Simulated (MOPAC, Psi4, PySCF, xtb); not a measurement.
Conformational energy of SMILES CC(C)(C)/C=C\c1cccs1 (C10H14S). Scanned: dihedral C5–C6–C7–S11; all other coordinates were relaxed at GFN2-xTB. Points at φ and −φ are mirror images. Heavy atoms are numbered in the order of the SMILES CC(C)(C)/C=C\c1cccs1, hydrogens after them in the order of the atoms that carry them; the mirror image has the same energies with the sign of each dihedral reversed.

Levels of theory: PM7, restricted, heats of formation // GFN2-xTB (MOPAC); RKS-B3LYP/6-31G* = restricted B3LYP/6-31G*, spherical d, density fitting // GFN2-xTB run with PySCF 2.14.0; GFN1-xTB // GFN2-xTB (xtb); PBE-D3(BJ)/def2-SVP // GFN2-xTB (Psi4).

Energies relative to the lowest point of each profile, in kJ/mol; the last columns give the difference from PBE-D3(BJ):

| φ / ° | PM7 | RKS-B3LYP/6-31G* | GFN1-xTB | PBE-D3(BJ)/def2-SVP | PM7 − PBE-D3(BJ)/def2-SVP | RKS-B3LYP/6-31G* − PBE-D3(BJ)/def2-SVP | GFN1-xTB − PBE-D3(BJ)/def2-SVP |
|---|---|---|---|---|---|---|---|
| -150 | 9.1 | 0.0 | 7.0 | 7.3 | 1.8 | -7.3 | -0.3 |
| -120 | 0.0 | 1.6 | 6.6 | 9.2 | -9.2 | -7.6 | -2.6 |
| -90 | 1.1 | 6.8 | 8.3 | 12.4 | -11.3 | -5.5 | -4.1 |
| -60 | 10.6 | 5.7 | 4.3 | 8.3 | 2.3 | -2.6 | -4.0 |
| -30 | 23.7 | 2.9 | 1.3 | 3.5 | 20.3 | -0.5 | -2.2 |
| 0 | 28.8 | 0.7 | 0.0 | 0.0 | 28.8 | 0.7 | 0.0 |
| 30 | 23.7 | 2.9 | 1.3 | 3.5 | 20.3 | -0.5 | -2.2 |
| 60 | 10.6 | 5.7 | 4.3 | 8.3 | 2.3 | -2.6 | -4.0 |
| 90 | 1.1 | 6.8 | 8.3 | 12.4 | -11.3 | -5.5 | -4.1 |
| 120 | 0.0 | 1.6 | 6.6 | 9.2 | -9.2 | -7.6 | -2.6 |
| 150 | 9.1 | 0.0 | 7.0 | 7.3 | 1.8 | -7.3 | -0.3 |
| 180 | 16.3 | 0.5 | 10.3 | 6.5 | 9.8 | -5.9 | 3.9 |

PM7 is furthest from PBE-D3(BJ)/def2-SVP at 0 (28.8 kJ/mol, above); its mean absolute difference over the points is 10.7 kJ/mol.

RKS-B3LYP/6-31G* is furthest from PBE-D3(BJ)/def2-SVP at -120 (-7.6 kJ/mol, below); its mean absolute difference over the points is 4.5 kJ/mol.

GFN1-xTB is furthest from PBE-D3(BJ)/def2-SVP at -90 (-4.1 kJ/mol, below); its mean absolute difference over the points is 2.5 kJ/mol.
